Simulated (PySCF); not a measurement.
**Structure revision by computed shifts**

A compound C7H15FSi gives the data below (simulated from a calculation) and was assigned the structure `CC/C(=C/C[SiH3])CCF`.

13C{1H} NMR (computed): δ 99.1 (C), 45.5 (C), 32.3 (CH2), 26.2 (CH3), 26.1 (CH), 25.2 (CH3), 21.1 (CH3).

1H NMR (600 MHz, computed): δ 3.83 (d, 3H), 2.30 (m, 1H), 1.72 (m, 1H), 1.35 (m, 3H), 1.28 (s, 3H), 1.03 (m, 1H), 0.99 (s, 3H).

PySCF 2.14 calculation with GFN2-xTB structure and shielding tensors at PBE0/pcSseg-1 (GIAO); relativity neglected, single conformer, averaged over atoms made equivalent by symmetry, fast rotation or ring inversion, gas phase.

Chemical shifts δ = σref − σ; 1H (σ = 31.72 ppm) and 13C (σ = 186.93 ppm) against TMS, all at this level.

**Question.** Compare with the shifts computed for the proposed structure, pairing carbons in order of shift.

**Answer.** Atoms are numbered as in `[CH3:1][CH2:2]/[C:3](=[CH:4]/[CH2:5][SiH3:6])[CH2:7][CH2:8][F:9]`. Each H is labelled by its parent atom.

```csv
atom,computed for proposal,given list,difference
C3,142.0,99.1,+42.9
C4,132.5,45.5,+87.0
C8,84.3,32.3,+52.0
C2,36.9,26.2,+10.7
C7,35.5,26.1,+9.4
C1,18.2,25.2,-7.0
C5,14.1,21.1,-7.0
```

The rms difference is 42.1 ppm and the largest +87.0 ppm at C4 (alkene CH). The carbon types in order of shift don't match either: C, CH, CH2, CH2, CH2, CH3, CH2 for the proposal against C, C, CH2, CH3, CH, CH3, CH3 in the data. The proposal doesn't fit.

**Question.** Which isomer fits?

**Answer.** `InChI=1S/C7H15FSi/c1-6(2)4-5(9)7(6,3)8/h5H,4H2,1-3,9H3/t5-,7+/m1/s1`.

Carbon types of the structure: 2 × C, 1 × CH, 1 × CH2, 3 × CH3, leaving 3 H on heteroatoms. δC 99.1: fully substituted sp3 carbon bonded to F; the inductive effect lowers its shielding. δC 45.5: quaternary sp3 carbon in a ring; a saturated carbon with 4 carbon neighbours and no heteroatom attached. δC 32.3: sp3 CH2 in a ring; saturated and bonded to C and H only. δC 26.2, 25.2, 21.1: methyl carbon; a saturated carbon with 1 carbon neighbour and no heteroatom attached.

This is the structure that produced the data.

Splittings by 19F in the carbon and heteronuclear signals aren't shown, as no couplings were computed. Shifts are as computed. Against solution values, carbons near 30 ppm lie about +3 ppm off and those near 130 ppm about +5 ppm. Of 1211 compounds with measured shifts, 218 miss one by over three times the rms of a fit or turn the order of signals round; such compounds aren't used in these exercises. No couplings were computed; multiplicities are counted from neighbouring protons, with m where these are inequivalent, close in shift, in a saturated or five-membered ring or joined by F or P, and br s for small geminal =CH2 splittings.
